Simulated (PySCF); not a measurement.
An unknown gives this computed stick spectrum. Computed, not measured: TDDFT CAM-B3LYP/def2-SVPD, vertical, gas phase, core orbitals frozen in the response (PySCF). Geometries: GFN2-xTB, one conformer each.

```json
{"state": "S1", "E (eV)": "4.97", "λ (nm)": "249.3", "f": "0.0000"}
{"state": "S2", "E (eV)": "5.85", "λ (nm)": "211.9", "f": "0.0000"}
{"state": "S3", "E (eV)": "6.17", "λ (nm)": "200.9", "f": "0.070"}
{"state": "S4", "E (eV)": "7.06", "λ (nm)": "175.7", "f": "0.0002"}
{"state": "S5", "E (eV)": "7.56", "λ (nm)": "164.1", "f": "0.048"}
{"state": "S6", "E (eV)": "8.12", "λ (nm)": "152.8", "f": "0.029"}
{"state": "S7", "E (eV)": "8.58", "λ (nm)": "144.5", "f": "0.030"}
{"state": "S8", "E (eV)": "8.62", "λ (nm)": "143.8", "f": "0.129"}
```

Orbital energies (eV): HOMO-3 -11.45, HOMO-2 -10.94, HOMO-1 -10.42, HOMO -9.99, LUMO -0.50, LUMO+1 0.95, LUMO+2 1.51.

Question: Which structure fits?
A. `C#CC(=O)O`
B. `ClC=C(Cl)Cl`
C. `O[SiH2]/C=C/C#N`

Answer: A. Its S1, at 4.97 eV, is the lowest among the candidates; the nearest of the others has S1 at 5.92 eV. S1 is HOMO→LUMO (96%). Löwdin shares by element: HOMO oxygen 48%, carbon 46% or more; LUMO carbon 64%, oxygen 21% or more (atoms not listed hold the other 15%). At the same level the other candidates give, for their lowest levels:
- `N#C/C=C/[SiH2]O`: 6.05 eV (f 0.137); 6.12 eV (f 0.343); 6.45 eV (f 0.002); 7.14 eV (f 0.002); 7.42 eV (f 0.012); T1 3.62 eV; HOMO -9.69, LUMO -0.89 eV
- `ClC=C(Cl)Cl`: 5.92 eV (f 0.000); 6.17 eV (f 0.352); 6.22 eV (f 0.000); 7.02 eV (f 0.004); 7.02 eV (f 0.002); T1 3.74 eV; HOMO -8.78, LUMO 0.14 eV

Conformer computed: `[CH:1]#[C:2][C:3](=[O:4])[OH:5]`: H–O5–C3–C2 180°.
Triplets come from the Tamm–Dancoff approximation.
